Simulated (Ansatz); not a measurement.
Consider the substitution at a C–C bond: `BC(B)C` + `O[SiH3]` → `BC(B)O[SiH3]` + CH₄.

Program: Ansatz. Geometries: PBE0-D4/def2-TZVP. ΔE: electronic, gas phase. CCSD(T)/CBS adds triple-zeta CCSD(T) − MP2 to the extrapolated MP2 energy (def2 sets, frozen cores). This one scheme is used for every species. Functionals use def2-TZVPP. B3LYP here is the variant with VWN-RPA as its local correlation; programs differ in this. Each species was taken in one conformer, which may not be the lowest.

| level | ΔE (kJ/mol) | difference from CCSD(T)/CBS |
| --- | --- | --- |
| PBE-D4 | 36.6 | -10.0 |
| r2SCAN-D4 | 37.8 | -8.8 |
| PBE0-D4 | 41.5 | -5.1 |
| B2PLYP | 41.2 | -5.4 |
| r2SCAN | 38.7 | -7.9 |
| B3LYP | 37.5 | -9.1 |
| HF/def2-TZVPP | 41.5 | -5.1 |
| HF/def2-QZVPP | 41.8 | -4.8 |
| MP2/def2-QZVPP | 51.8 | 5.2 |
| CCSD/CBS(def2) | 47.6 | 1.0 |
| CCSD(T)/CBS | 46.6 | 0 |

Largest T1 diagnostic among the species: 0.013.

From PBE to PBE0 (25 % exact exchange), in def2-TZVPP and without D4, ΔE moves by +4.8 kJ/mol. The D4 term adds −4.3 kJ/mol with B3LYP and −2.6 kJ/mol with PBE0; it sums over pairs of atoms, weighted by their polarisabilities, and B3LYP, whose exchange is more repulsive, gets the larger term.
